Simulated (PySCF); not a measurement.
C3H8O2Si. Atoms are numbered in the order given.

```xyz
14

C      2.4218    -0.1881    -0.5241
C      1.5615    -0.8868     0.2265
Si    -0.2612    -0.5343     0.2469
O     -0.8102    -0.1784     1.7779
O     -0.4545     0.7430    -0.7984
C     -1.6915     1.2902    -1.1600
H      2.0720     0.6215    -1.1737
H      3.4985    -0.3933    -0.5237
H      1.9526    -1.6926     0.8623
H     -1.1128    -1.6809    -0.1699
H     -0.2845     0.4623     2.2669
H     -2.2341     1.6948    -0.2870
H     -1.5233     2.1137    -1.8707
H     -2.3454     0.5458    -1.6508
```

Coordinates come from a PBE0-D3(BJ)/def2-SVP optimisation. The structure was generated by enumeration; whether it is a known compound was not checked. Other conformers were not sampled.

Method: TDA-PBE/def2-SVPD in PySCF.

Vertical excitations. The molecule is in vacuum.

Computed lowest excited states:
| state | energy (eV) | λ (nm) | f | main pairs |
|---|---|---|---|---|
| S1 | 5.08 | 244 | 0.006 | HOMO→LUMO 88 % |
| S2 | 5.50 | 226 | 0.008 | HOMO−2→LUMO 67 %, HOMO−1→LUMO 29 % |
| S3 | 5.87 | 211 | 0.004 | HOMO−3→LUMO 95 % |
| S4 | 6.48 | 191 | 0.038 | HOMO→LUMO+1 87 % |
| S5 | 6.55 | 189 | 0.019 | HOMO−4→LUMO 90 % |
| S6 | 6.75 | 184 | 0.089 | HOMO−1→LUMO+1 63 %, HOMO−1→LUMO 10 % |
| S7 | 6.93 | 179 | 0.018 | HOMO→LUMO+2 97 % |
| S8 | 7.04 | 176 | 0.013 | HOMO−2→LUMO+1 87 % |
| S9 | 7.13 | 174 | 0.003 | HOMO→LUMO+3 98 % |
| S10 | 7.21 | 172 | 0.004 | HOMO−3→LUMO+1 96 % |
| T1 | 4.27 | 291 | 0 | HOMO−1→LUMO 50 %, HOMO→LUMO 32 %, HOMO−2→LUMO 14 % |
| T2 | 5.03 | 247 | 0 | HOMO→LUMO 66 %, HOMO−1→LUMO 29 % |
| T3 | 5.38 | 230 | 0 | HOMO−3→LUMO 59 %, HOMO−2→LUMO 36 % |
| T4 | 5.46 | 227 | 0 | HOMO−2→LUMO 46 %, HOMO−3→LUMO 38 %, HOMO−1→LUMO 16 % |
Triplets are in the Tamm–Dancoff approximation.
